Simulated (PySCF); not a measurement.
Isomers of C3H8BFO, mass 90.065 u with the commonest isotopes. The calculation used PBE0-D3(BJ)/def2-SVP geometry optimisation, gas phase in PySCF. One conformer each, none proved a minimum here; rigid rotors.

Question: Order these by out-of-plane moment Σ m c² = (Ia + Ib − Ic)/2, smallest first.
A. `[CH3:1][CH:2]([CH3:3])[O:4][BH:5][F:6]` with C1–C2–O4–B5 139°, C2–O4–B5–F6 0°
B. `[BH2:1][O:2][C:3]([CH3:4])([CH3:5])[F:6]` with H–B1–O2–C3 0° and 180°, B1–O2–C3–C4 -65°
C. `[BH3-:1][O+:2]1[CH2:3][CH2:4][C@@H:5]1[F:6]` with B1–O2–C3–C4 136°, O2–C3–C4–C5 -8°, C3–C4–C5–F6 121°, B1–O2–C5–C4 -136°
D. `[CH3:1][CH2:2][B:3]([F:4])[O:5][CH3:6]` with C1–C2–B3–F4 -179°, C2–B3–O5–C6 180°

Answer: D (4.71 u·Å²), C (14.83 u·Å²), A (26.86 u·Å²), B (51.46 u·Å²).

Question: Order these by radius of gyration √(Σ m r²/M), smallest first.
A. `[BH3-:1][O+:2]1[CH2:3][CH2:4][C@@H:5]1[F:6]` with B1–O2–C3–C4 136°, O2–C3–C4–C5 -8°, C3–C4–C5–F6 121°, B1–O2–C5–C4 -136°
B. `[CH3:1][CH:2]([CH3:3])[O:4][BH:5][F:6]` with C1–C2–O4–B5 139°, C2–O4–B5–F6 0°
C. `[CH3:1][CH2:2][B:3]([F:4])[O:5][CH3:6]` with C1–C2–B3–F4 -179°, C2–B3–O5–C6 180°

Answer: A (1.597 Å), B (1.768 Å), C (1.817 Å).

Question: Order these by rotational constant A, largest first.
A. `[CH3:1][CH2:2][B:3]([F:4])[O:5][CH3:6]` with C1–C2–B3–F4 -179°, C2–B3–O5–C6 180°
B. `[BH3-:1][O+:2]1[CH2:3][CH2:4][C@@H:5]1[F:6]` with B1–O2–C3–C4 136°, O2–C3–C4–C5 -8°, C3–C4–C5–F6 121°, B1–O2–C5–C4 -136°
C. `[CH3:1][CH:2]([CH3:3])[O:4][BH:5][F:6]` with C1–C2–O4–B5 139°, C2–O4–B5–F6 0°
D. `[BH2:1][O:2][C:3]([CH3:4])([CH3:5])[F:6]` with H–B1–O2–C3 0° and 180°, B1–O2–C3–C4 -65°

Answer: C (6061 MHz), A (5385 MHz), B (4963 MHz), D (4736 MHz).

```csv
SMILES,point group,Ia (u·Å²),Ib (u·Å²),Ic (u·Å²),κ,μa (D),μb (D),μc (D)
CCB(F)OC,near Cs,93.86,208.35,292.80,-0.62,0.74,0.64,0.01
CC(C)OBF,C1,83.38,225.05,254.70,-0.87,1.60,0.35,0.53
[BH3-][O+]1CC[C@@H]1F,C1,101.82,142.60,214.76,-0.09,3.55,4.26,0.47
BOC(C)(C)F,Cs,106.71,171.45,175.24,-0.93,0.45,0.04,2.25
```
